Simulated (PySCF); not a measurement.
Species: C₃H₅BrOSi.
Bonds: Br1–C2, C2–C3, C3–C4 (double), C4–Si5, Si5–O6, C3–O6. Hydrogens: H7, H8 on C2; H9 on C4; H10, H11 on Si5.

Method: PBE0-D3(BJ)/def2-SVP geometry optimisation, gas phase (PySCF 2.14.0); density fitting, grid level 1; the optimiser is geomeTRIC in internal coordinates, started from a GFN2-xTB structure with every atom displaced at random (about 0.01 Å).

Step 3: E = -83130.9277 eV
```
atom  x, y, z in Å  |  force x, y, z in eV/Å
Br1    -2.5386   -1.5044    0.7024    0.002   0.029  -0.030
C2     -1.5435   -0.5151   -0.6182   -0.017   0.104  -0.019
C3     -0.2276   -0.0327   -0.1226    0.042  -0.169   0.022
C4      0.4436   -0.1779    1.0426    0.151  -0.050  -0.008
Si5     1.7497    0.7907    0.1854   -0.028  -0.073   0.050
O6      0.5040    0.6987   -1.0371   -0.094   0.049   0.168
H7     -1.3995   -1.1682   -1.4889    0.014  -0.013  -0.048
H8     -2.1449    0.3495   -0.9342   -0.061  -0.039  -0.004
H9      0.1698   -0.7595    1.9212   -0.052   0.153  -0.063
H10     2.0530    2.1908    0.5958   -0.014  -0.021  -0.056
H11     2.9850    0.1001   -0.2694    0.057   0.030  -0.013
```

Step 4: E = -83130.9335 eV
```
atom  x, y, z in Å  |  force x, y, z in eV/Å
Br1    -2.5506   -1.5177    0.6788   -0.015  -0.008   0.012
C2     -1.5447   -0.5119   -0.6185   -0.011   0.016   0.021
C3     -0.2299   -0.0413   -0.1072    0.057   0.018  -0.101
C4      0.4503   -0.1840    1.0530    0.060  -0.061   0.016
Si5     1.7519    0.7842    0.1911   -0.011  -0.017  -0.045
O6      0.4962    0.6974   -1.0186   -0.058   0.006   0.040
H7     -1.3902   -1.1533   -1.4975    0.007   0.002  -0.018
H8     -2.1517    0.3508   -0.9295    0.008  -0.009   0.008
H9      0.1706   -0.7496    1.9365   -0.043   0.061   0.029
H10     2.0581    2.1925    0.5633   -0.017  -0.005   0.030
H11     2.9909    0.1048   -0.2743    0.023  -0.003   0.008
```

**Question.** Estimate the geometry and energy of step 5. (The exact step hangs on the optimiser's Hessian estimate; all steps are aligned on step 4, rigid shifts and turns removed.)

**Answer.** E = -83130.9347 eV, largest force 0.113 eV/Å
```
atom  x, y, z in Å  |  force x, y, z in eV/Å
Br1    -2.5471   -1.5199    0.6806    0.000  -0.004   0.000
C2     -1.5441   -0.5109   -0.6175   -0.012  -0.010  -0.002
C3     -0.2263   -0.0436   -0.1109   -0.033   0.028  -0.001
C4      0.4529   -0.1849    1.0508    0.057  -0.065  -0.072
Si5     1.7553    0.7760    0.1834   -0.012   0.059   0.048
O6      0.4959    0.6968   -1.0220    0.017  -0.044  -0.016
H7     -1.3908   -1.1487   -1.5001   -0.009   0.004   0.004
H8     -2.1541    0.3509   -0.9238    0.012   0.008   0.005
H9      0.1624   -0.7334    1.9406   -0.027   0.014   0.037
H10     2.0439    2.1824    0.5741    0.023   0.010   0.000
H11     3.0030    0.1073   -0.2783   -0.016   0.000  -0.002
```

The energy changes by -0.0013 eV. The first-order estimate −F·Δx gives -0.0034 eV and the mean of the old and new forces, exact on a quadratic surface, -0.0014 eV. The step makes an angle of 60° with the force vector and moves no atom by more than 0.021 Å.

What follows is the cost of the whole optimisation. The run took 80 s of wall time on an Arm Neoverse V1 with one thread, shared host with 32 logical CPUs at a one-minute load of 40, and the process peaked at 0.51 GiB of memory.
